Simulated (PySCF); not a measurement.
## Polarisability and C₆ of V(2+) (vanadium, charge +2)

[Ar] 3d3, high-spin 4F determinant. Calculation: PySCF 2.14, in aug-cc-pVQZ-DK (9s8p6d4f3g2h, 140 functions); scalar relativity by spin-free X2C-1e. Coupled (time-dependent) response in atomic units; α is the mean over directions.

| method | mean α (bohr³) | C₆ (like pair) | S(−4) |
| --- | --- | --- | --- |
| BHandHLYP | 4.314 | 13.02 | 12.06 |

S(−4) is the Cauchy moment in α(ω) = α(0) + S(−4) ω² + …

α(iu) at BHandHLYP:

```json
{"u (hartree)": "0", "α(iu) (bohr³)": "4.314"}
{"u (hartree)": "0.0500", "α(iu) (bohr³)": "4.284"}
{"u (hartree)": "0.100", "α(iu) (bohr³)": "4.200"}
{"u (hartree)": "0.200", "α(iu) (bohr³)": "3.919"}
{"u (hartree)": "0.300", "α(iu) (bohr³)": "3.584"}
{"u (hartree)": "0.500", "α(iu) (bohr³)": "2.979"}
{"u (hartree)": "0.750", "α(iu) (bohr³)": "2.420"}
{"u (hartree)": "1.00", "α(iu) (bohr³)": "2.008"}
{"u (hartree)": "1.50", "α(iu) (bohr³)": "1.439"}
{"u (hartree)": "2.00", "α(iu) (bohr³)": "1.071"}
{"u (hartree)": "3.00", "α(iu) (bohr³)": "0.6494"}
{"u (hartree)": "5.00", "α(iu) (bohr³)": "0.3076"}
```

A single London oscillator, α(iu) = α/(1 + u²/ω²), gives C₆ = (3/4) ω α². Matching the computed C₆ needs ω = 4 × 13.02 / (3 × 4.314²) = 0.933 hartree.

For an ion, C₆ is the dispersion term alone; charge-induced terms of lower order in 1/R come first.
